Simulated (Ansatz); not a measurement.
Molecule: SeF3, net charge 1, singlet state. It need not be the lowest isomer of its formula. 
Structure (B3LYP-D3(BJ)/def2-TZVP (Ansatz, a quantum-chemistry and plane-wave program) minimum search):
```
Se
F 1 1.6652
F 1 1.6652 2 97.43
F 1 1.6652 2 97.43 3 -98.54
```
Charge +1, spin multiplicity 1.

Basis-set convergence of Hartree-Fock and MP2 correlation energies (hartree) with Ansatz. Valence correlation only, unless marked. Spin-orbit coupling is left out. Frozen are the shells of the preceding noble gas and the d and f shells that filled before the atom's block. Non-relativistic.

| basis | functions | E(HF) | E(corr, MP2) |
|---|---|---|---|
| aug-cc-pVDZ | 105 | -2697.76980 | -0.75351 |
| aug-cc-pVTZ | 197 | … | … |

Fill in the missing entries.


- aug-cc-pVTZ, E(HF): -2697.94568
- aug-cc-pVTZ, E(corr, MP2): -0.94120
